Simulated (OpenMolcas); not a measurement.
## V3+: effect of correlating more closed shells

| Property | Result |
| --- | --- |
| Program | OpenMolcas 26.06 |
| Basis | ANO-RCC-VQZP [7s6p4d3f2g1h] |
| Scalar Hamiltonian | DKH2, point nucleus |
| Active space | 2 electrons in 10 orbitals (3d 4d) |
| State averaging | 2S+1 = 3 even, 10 roots; 2S+1 = 1 even, 15 roots |
| Spin-orbit coupling | RASSI with atomic mean-field integrals over the reference wave functions, term energies averaged over their components |

Methods on the same reference wave functions:
A. CASSCF
B. SS-CASPT2, IPEA 0.25 Eh, imaginary shift 0.1 Eh (closed shells correlated: 3s 3p)
C. SS-CASPT2, IPEA 0.25 Eh, imaginary shift 0.1 Eh (closed shells correlated: 2s 2p 3s 3p)

Energies in cm⁻¹ above 3d² ³F₂, the measured ground level; measured values from Sugar and Corliss, J. Phys. Chem. Ref. Data 7, 1191 (1978).

| Level | A | B | C | Measured |
| --- | --- | --- | --- | --- |
| 3d² ³F₂ | 0.0 | 0.0 | 0.0 | 0.0 |
| 3d² ³F₃ | 323 | 325 | 326 | 325 |
| 3d² ³F₄ | 742 | 744 | 744 | 735 |
| 3d² ¹D₂ | 13559 | 10510 | 10490 | 10959 |
| 3d² ³P₀ | 16098 | 13570 | 13500 |  |
| 3d² ³P₁ | 16208 | 13680 | 13610 | 13239 |
| 3d² ³P₂ | 16445 | 13910 | 13850 | 13458 |
| 3d² ¹G₄ | 20848 | 18450 | 18440 | 18391 |
| 3d² ¹S₀ | 49715 | 42760 | 42690 | 42462 |

Deviations, from unrounded energies. A percentage is the sum of absolute deviations over the sum of measured energies, with the sign that they share, or ± where signs differ.

| Against measurement | Levels | A | B | C |
| --- | --- | --- | --- | --- |
| mean absolute deviation (cm-1) | 7 | 2600 | 240 | 220 |
| fine structure of the ground term (%) | 2 | ±0.9 | +0.9 | +0.9 |
| other terms of the ground configuration (%) | 5 | +18.5 | ±1.7 | ±1.5 |

C lies closest to measurement on these levels and A furthest from it. The largest miss of C in the table is 3d² ¹D₂, by -470 cm-1. The ranking rests on the paired levels alone, and a cruder setting can come out closer through cancelling errors.

Between B and C the level of the table that moves most is 3d² ¹S₀, by 67 cm-1 (lowest in C, highest in B). Moves below CASPT2's spread within the term are not significant.

The mean deviations of B to C differ by less than CASPT2's widest spread within a term (530 cm-1), so their order carries little weight.

From A to B the spin-free energies of the other terms of 3d² shown, above ³F, scale by factors of 0.77 to 0.88, as is usual when dynamic correlation screens the repulsion within a d or f shell.

The lowest spin-free term lies below A's lowest term by 0.330 hartree in B, 0.408 hartree in C.

What an inner shell adds also hangs on whether the basis holds functions to correlate it.

CASPT2 breaks the degeneracy within a term, and the mean is taken; among the terms shown or strongly mixed into the levels shown the widest spread is 530 cm-1 (3d² ¹G, C). Active for correlation alone: 4d; no level in the range computed is led by a configuration that fills it, so any true level of that kind is missing. Without dynamic correlation excited terms often stand tens of per cent too high (terms of higher spin than the ground term too low), and those without a measured partner can miss by more than the paired ones (holds for A). Measured partners are found by configuration, term and J. A level has none where our copy of the source lacks it or the pairing is in doubt (some pairs that miss far off the trend of their configuration count as doubtful), and it then counts in no deviation. Levels of configurations outside the active space are missing.
